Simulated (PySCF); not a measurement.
How methods differ on the excitation energy of Nb

Nb [Kr] 4d4 5s1 (6D) → Nb [Kr] 4d3 5s1 6s1 (6F), as a difference of total energies. Calculation: PySCF 2.14, in aug-cc-pVTZ-DK; scalar relativity by spin-free X2C-1e. Correlated levels: valence: [Kr] frozen. The calculations carry no spin-orbit coupling.

```json
{"method": "UHF", "excitation energy (eV)": "3.873"}
{"method": "MP2 (valence)", "excitation energy (eV)": "4.444"}
{"method": "SCS-MP2 (valence)", "excitation energy (eV)": "4.063"}
{"method": "CCSD (valence)", "excitation energy (eV)": "4.467"}
{"method": "CCSD(T) (valence)", "excitation energy (eV)": "4.495"}
```

How much does correlation contribute at CCSD(T) (valence)?

4.495 − (3.873) = 0.622 eV, measured against UHF.

A first-order spin-orbit estimate (lowest level to lowest level, LS coupling) adds -0.054 eV.

The promoted electron is Rydberg-like, and one or two diffuse shells describe it only roughly, which tends to raise the upper state.
